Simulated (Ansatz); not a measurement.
Gas-phase electronic energies from Ansatz, PBE0-D4/def2-TZVP geometries. CBS: MP2 limit from def2 TZ/QZ plus the TZ coupled-cluster correction, frozen cores. This one scheme is used for every species. DFT in def2-TZVPP. B3LYP here is the variant with VWN-RPA as its local correlation; programs differ in this. Each species was taken in one conformer, which may not be the lowest.

Reaction (redistribution): `O[Si](O)(O)O` + `B[SiH2]OCC` → `CCO[Si](O)(O)O` + `B[SiH2]O`

```tsv
level	ΔE (kJ/mol)	difference from CCSD(T)/CBS
PBE-D4	2.8	-0.1
r2SCAN-D4	2.9	0.0
B3LYP-D4	1.6	-1.3
ωB97X-V	2.1	-0.8
ωB97M-V	2.3	-0.6
B2PLYP	3.8	0.9
r2SCAN	3.5	0.6
B3LYP	4.1	1.2
MP2/def2-TZVPP	3.4	0.5
SCS-MP2/def2-TZVPP	3.2	0.3
CCSD(T)/def2-TZVPP	2.8	-0.1
HF/def2-QZVPP	4.0	1.1
MP2/def2-QZVPP	3.5	0.6
HF/CBS(def2)	4.0	1.1
MP2/CBS(def2)	3.5	0.6
CCSD/CBS(def2)	3.1	0.2
CCSD(T)/CBS	2.9	0
```

Largest T1 diagnostic among the species: 0.012.
